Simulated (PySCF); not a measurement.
**NMR data sheet: C6H5FO3**

```yaml
Formula: C6H5FO3
SMILES: COc1ccc(C(=O)F)o1
InChI: InChI=1S/C6H5FO3/c1-9-5-3-2-4(10-5)6(7)8/h2-3H,1H3
Point_group_of_the_computed_structure: Cs
Degrees_of_unsaturation: 4
Carbon_signals: 6
Proton_signals: 3
```

Molfile (atoms numbered from 1):
```
C6H5FO3
     RDKit          3D

 15 15  0  0  0  0  0  0  0  0999 V2000
   -2.5508   -0.6770    0.2050 C   0  0  0  0  0  0  0  0  0  0  0  0
   -1.9643    0.5864   -0.0775 O   0  0  0  0  0  0  0  0  0  0  0  0
   -0.6419    0.6258   -0.1186 C   0  0  0  0  0  0  0  0  0  0  0  0
    0.1710    1.7138   -0.3688 C   0  0  0  0  0  0  0  0  0  0  0  0
    1.4802    1.2269   -0.2979 C   0  0  0  0  0  0  0  0  0  0  0  0
    1.3924   -0.1210   -0.0103 C   0  0  0  0  0  0  0  0  0  0  0  0
    2.4263   -1.0966    0.1714 C   0  0  0  0  0  0  0  0  0  0  0  0
    3.6053   -0.9589    0.1143 O   0  0  0  0  0  0  0  0  0  0  0  0
    1.9042   -2.3346    0.4458 F   0  0  0  0  0  0  0  0  0  0  0  0
    0.0732   -0.4760    0.0970 O   0  0  0  0  0  0  0  0  0  0  0  0
   -2.2320   -1.0430    1.1836 H   0  0  0  0  0  0  0  0  0  0  0  0
   -2.2784   -1.4108   -0.5570 H   0  0  0  0  0  0  0  0  0  0  0  0
   -3.6251   -0.5108    0.1984 H   0  0  0  0  0  0  0  0  0  0  0  0
   -0.1552    2.7111   -0.5717 H   0  0  0  0  0  0  0  0  0  0  0  0
    2.3908    1.7727   -0.4357 H   0  0  0  0  0  0  0  0  0  0  0  0
  1  2  1  0
  2  3  1  0
  3  4  2  0
  4  5  1  0
  5  6  2  0
  6  7  1  0
  7  8  2  0
  7  9  1  0
  6 10  1  0
 10  3  1  0
  1 11  1  0
  1 12  1  0
  1 13  1  0
  4 14  1  0
  5 15  1  0
M  END
```

No solvent, non-relativistic Hamiltonian, one averaged value for each set of equivalent atoms, one computed conformer. NMR shieldings at PBE0/pcSseg-1/GIAO; GFN2-xTB geometry; PySCF.

Chemical shifts δ = σref − σ; ¹H (σ = 31.72 ppm), ¹³C (σ = 186.93 ppm) against TMS; CFCl3 for ¹⁹F (σ = 170.95 ppm); ¹⁷O (σ = 336.08 ppm) against H2O, all at this level.

| carbon | δC, type | δH (multiplicity) | HMBC from (2–3 bonds) | span of the C tensor (ppm) |
| --- | --- | --- | --- | --- |
| C1 | 57.3, CH3 | 4.20 (s) | – | 79 |
| C3 | 171.0, C | – | H15, H14, H11/H12/H13 | 113 |
| C4 | 95.7, CH | 5.87 (m) | H15 | 119 |
| C5 | 138.3, CH | 7.89 (m) | H14 | 205 |
| C6 | 134.3, C | – | H15, H14 | 100 |
| C7 | 155.7, C | – | H15 | 189 |

Other nuclei:
```csv
atoms,nucleus,environment,δ (ppm),σ (ppm)
F9,¹⁹F,fluorine bonded to C,14.8,156.1
O8,¹⁷O,carbonyl oxygen,393.6,-57.5
O10,¹⁷O,aromatic ring oxygen,280.5,55.6
O2,¹⁷O,ether oxygen,110.8,225.3
```

Carbon types of the structure: 3 × C, 2 × CH, 1 × CH3, which accounts for all hydrogens. δC 171.0: aromatic carbon bearing oxygen; σ withdrawal by the attached heteroatom moves it downfield of the ring CH carbons. δC 155.7: carbonyl carbon. δC 138.3, 95.7: aromatic CH. δC 134.3: substituted aromatic carbon next to the ring oxygen. δH 7.89, 5.87: hydrogen on an aromatic CH.

Splittings by ¹⁹F in the carbon and heteronuclear signals aren't shown, as no couplings were computed. Shifts are as computed. Against solution values, carbons near 30 ppm lie about +3 ppm off and those near 130 ppm about +5 ppm. Of 1211 compounds with measured shifts, 218 miss one by over three times the rms of a fit or turn the order of signals round; such compounds aren't used in these exercises. Unscaled 19F shifts against computed CFCl3 carry errors that often reach 10 to 50 ppm. Unscaled 17O shifts of doubly bonded oxygen tend to come out too high, by tens of ppm or more. Experimental scales use liquid or dissolved standards, which lie at an offset from isolated H2O (liquid H2O: subtract about 36 ppm). Multiplicities follow the n + 1 count of equivalent neighbours, as no J values were calculated; m marks all less simple cases, F and P coupling included.
